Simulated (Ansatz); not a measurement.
Reaction (ligand exchange at the Si–S bond): `N[Si](F)(F)S` + CH₃NH₂ → `CN[Si](N)(F)F` + H₂S

Computed with Ansatz on PBE0-D4/def2-TZVP structures; ΔE is electronic, products minus reactants. CBS: MP2 limit from def2 TZ/QZ plus the TZ coupled-cluster correction, frozen cores. This one scheme is used for every species. Functionals use def2-TZVPP. B3LYP here is the variant with VWN-RPA as its local correlation; programs differ in this. One conformer a species, not always the lowest.

`N[Si](F)(F)S`:

Z-matrix (Å, degrees):
```
Si
F 1 1.590
F 1 1.585 2 104.2
N 1 1.678 2 116.2 3 -116.6
S 1 2.105 2 107.1 3 121.4
H 4 1.006 1 122.1 2 90.5
H 4 1.005 1 122.6 2 -72.6
H 5 1.344 1 93.7 2 -23.9
```

CH₃NH₂:

Cartesian coordinates in Å:
```
C -0.454 -0.245 0.238
N 0.627 0.196 -0.627
H -0.476 0.216 1.237
H -0.391 -1.327 0.373
H -1.412 -0.040 -0.245
H 1.525 0.005 -0.203
H 0.580 1.196 -0.774
```

`CN[Si](N)(F)F`:

```xyz
12

C     0.789   -0.288   -1.748
N     0.671   -0.202   -0.306
Si   -0.605    0.471    0.561
N    -0.648   -0.172    2.118
F    -1.901    0.248   -0.338
F    -0.569    2.049    0.772
H     1.187   -1.261   -2.051
H     1.435    0.492   -2.166
H    -0.197   -0.183   -2.200
H     1.536   -0.347    0.189
H    -1.017    0.357    2.889
H    -0.681   -1.164    2.280
```

H₂S:

Cartesian coordinates in Å:
```
S -0.514 -0.207 -0.277
H 0.795 -0.313 -0.549
H -0.281 0.520 0.826
```

Task: Is it downhill or uphill in electronic energy at CCSD(T)/CBS, and by how much? (Best estimate.)

Result: Ansatz gave: Downhill: ΔE = -18.9 kJ/mol.

Task: What do these levels give: PBE-D4, r2SCAN-D4, B3LYP-D4, ωB97X-V, ωB97M-V, B2PLYP, PBE, B3LYP, HF/def2-TZVPP, SCS-MP2/def2-TZVPP, MP2/CBS(def2), CCSD/CBS(def2)? (Best estimate.)

Result: Ansatz gave: PBE-D4 -8.4, r2SCAN-D4 -14.3, B3LYP-D4 -19.6, ωB97X-V -17.6, ωB97M-V -18.5, B2PLYP -18.7, PBE -6.9, B3LYP -17.6, HF/def2-TZVPP -25.7, SCS-MP2/def2-TZVPP -21.1, MP2/CBS(def2) -16.0, CCSD/CBS(def2) -20.8 kJ/mol.

Largest T1 diagnostic among the species: 0.011.

From PBE to PBE0 (25 % exact exchange), in def2-TZVPP and without D4, ΔE moves by −4.0 kJ/mol. In def2-TZVPP, CCSD(T) changes the Hartree–Fock value by +4.0 kJ/mol (the triples alone add +1.9 kJ/mol) and MP2 by +6.9 kJ/mol.
